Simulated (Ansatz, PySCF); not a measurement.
H5Mo, SMILES [MoH5+] (connectivity only; charge and spin as stated), charge +1, multiplicity 1.

Geometry: B3LYP-D3(BJ)/def2-TZVPD. A frequency run showed that this geometry is not a minimum. The spin state was assumed, not searched. The def2 effective core potentials stand for the cores of Mo; spin–orbit coupling is left out.

Vertical ionisation energy (IE) and electron affinity (EA) in eV. Rows of orbital energies are one-electron estimates. Where ΔSCF, EOM or ADC give a negative EA the extra electron is unbound and the value depends on the basis.

```tsv
level	IE	EA
−ε(HOMO), −ε(LUMO), ωB97X/def2-TZVPD (PySCF)	18.75	8.57
−ε(HOMO), −ε(LUMO), CAM-B3LYP/def2-TZVPD (PySCF)	?	?
−ε(HOMO), −ε(LUMO), PBE/def2-TZVPD (PySCF)	14.88	12.45
ΔSCF, PBE0/def2-TZVPD (Ansatz), final states of multiplicity 2 and 2	18.61	8.98
ΔSCF, PBE/def2-TZVPD (Ansatz), final states of multiplicity 2 and 2	18.48	8.86
```

Question: Complete the blanks. (An estimate is asked for; the answer gives what the named calculation found.)

Answer: 
- −ε(HOMO), −ε(LUMO), CAM-B3LYP/def2-TZVPD (PySCF), IE: 17.68
- −ε(HOMO), −ε(LUMO), CAM-B3LYP/def2-TZVPD (PySCF), EA: 9.74

Question: What vertical singlet–triplet gap does ΔSCF give with PBE0/def2-TZVPD (Ansatz, a first-principles code) and with PBE/def2-TZVPD (Ansatz)? (Estimate from the structure and the level; the computed values follow.)

Answer: 1.95 and 1.95 eV (triplet above singlet where positive).
